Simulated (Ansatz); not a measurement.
Isomers of CH6AlBOSi, relaxed with PBE0-D4/def2-TZVP in Ansatz; electronic energies, one conformer each and not always the lowest. Functionals use def2-TZVPP; CBS adds triple-zeta CCSD(T) − MP2 to the MP2 limit of def2-TZVPP and def2-QZVPP.

Task: Order them by energy at frozen-core CCSD(T)/CBS, lowest first. (An estimate is asked.)
A. `[BH]1C[SiH2][O][AlH]1`
B. `C[SiH2][B]1[O][AlH]1`
C. `C[Si]1(O)[BH][AlH]1`

Result: A (0.0 kJ/mol), B (123.6 kJ/mol), C (218.8 kJ/mol).

Task: How do PBE-D4, B2PLYP, HF/CBS(def2), B3LYP place them (kJ/mol, against `[BH]1C[SiH2][O][AlH]1`)? (Estimate.)

Result: Ansatz gave: 
| isomer | PBE-D4 | B2PLYP | HF/CBS(def2) | B3LYP |
| --- | --- | --- | --- | --- |
| `C[Si]1(O)[BH][AlH]1` | 169.9 | 218.0 | 294.7 | 214.3 |
| `C[SiH2][B]1[O][AlH]1` | 90.6 | 115.4 | 152.0 | 105.0 |

B3LYP here is the variant with VWN-RPA as its local correlation; programs differ in this.
